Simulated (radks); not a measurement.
All-electron atom: Fe+ in [Ne] 3s2 3p(1/2: 2, 3/2: 4) 3d6 4s1. Calculated with a radial shooting solver on a logarithmic mesh with Libxc functionals: Dirac Kohn-Sham, PBEsol, spin-unpolarised, spherical densities, point nucleus; open shells fill j = l - 1/2 first.

Unscreened Slater integrals over Kohn-Sham orbitals (eV). Large and small components are both included.

F0(4s1/2,4s1/2): 9.0936
F0(4s1/2,3d5/2): 11.412
G2(4s1/2,3d5/2): 1.5304
F0(4s1/2,3d3/2): 11.420
G2(4s1/2,3d3/2): 1.5149
F0(4s1/2,3p3/2): 11.726
G1(4s1/2,3p3/2): 0.69820
F0(3d5/2,3d5/2): 22.886
F2(3d5/2,3d5/2): 10.344
F4(3d5/2,3d5/2): 6.3896
F0(3d5/2,3d3/2): 22.944
F2(3d5/2,3d3/2): 10.371
G2(3d5/2,3d3/2): 10.364
G4(3d5/2,3d3/2): 6.4025
F0(3d5/2,3p3/2): 25.345
F2(3d5/2,3p3/2): 11.773
G1(3d5/2,3p3/2): 14.597
G3(3d5/2,3p3/2): 8.7859
F0(3d3/2,3d3/2): 23.003
F2(3d3/2,3d3/2): 10.399
F0(3d3/2,3p3/2): 25.417
F2(3d3/2,3p3/2): 11.811
G1(3d3/2,3p3/2): 14.640
G3(3d3/2,3p3/2): 8.8133
F0(3p3/2,3p3/2): 28.558
F2(3p3/2,3p3/2): 14.251
